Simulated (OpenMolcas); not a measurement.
Computed levels of 3s² 3p⁴ in ions with 16 electrons, in cm-1 above ³P₂.

```
Program             : OpenMolcas 26.06
Method              : RASSCF
Basis               : ANO-R2
Scalar Hamiltonian  : X2C, finite nucleus
Spin-orbit coupling : state interaction with AMFI integrals over the reference wave functions, term energies averaged over their components
```

Active space for each ion: 6 electrons in 9 orbitals (RAS2 3s 3p; RAS3 3d, at most 2 electrons).

| Level | S | Ar2+ |
| --- | --- | --- |
| ³P₁ | 357 | 997 |
| ³P₀ | 523 | 1426 |
| ¹D₂ | 10984 | 16028 |
| ¹S₀ | 24021 | 34904 |

Estimate ³P₀, ¹D₂, ¹S₀ for Cl+ from its neighbours S and Ar2+.

³P₀ is fine structure, which grows about as the fourth power of a screened charge, so the fourth roots are averaged: ((523^0.25 + 1426^0.25) / 2)^4 = 891. The calculation gives 902, so the estimate is off by -1.2 %; the measured value is 996 (NIST Handbook of Basic Atomic Spectroscopic Data).
¹D₂ is another term, which grows about linearly with the charge: (10984 + 16028) / 2 = 13506. The calculation gives 13418, so the estimate is off by +0.7 %; the measured value is 11654 (NIST Handbook of Basic Atomic Spectroscopic Data).
¹S₀ is another term, which grows about linearly with the charge: (24021 + 34904) / 2 = 29462. The calculation gives 29425, so the estimate is off by +0.1 %; the measured value is 27878 (NIST Handbook of Basic Atomic Spectroscopic Data).

Without dynamic correlation excited terms often stand tens of per cent too high (terms of higher spin than the ground term too low), and those without a measured partner can miss by more than the paired ones (holds for S; Cl+). Active for correlation alone: 3d; no level in the range computed is led by a configuration that fills it, so any true level of that kind is missing (holds for S; Cl+). The run also gave levels led by 3s 3p⁴ 3d, which use shells meant for correlation; these and all levels above them are left out (holds for Ar2+). Measured partners are found by configuration, term and J. A level has none where our copy of the source lacks it or the pairing is in doubt (some pairs that miss far off the trend of their configuration count as doubtful), and it then counts in no deviation. Levels of configurations outside the active space are missing.
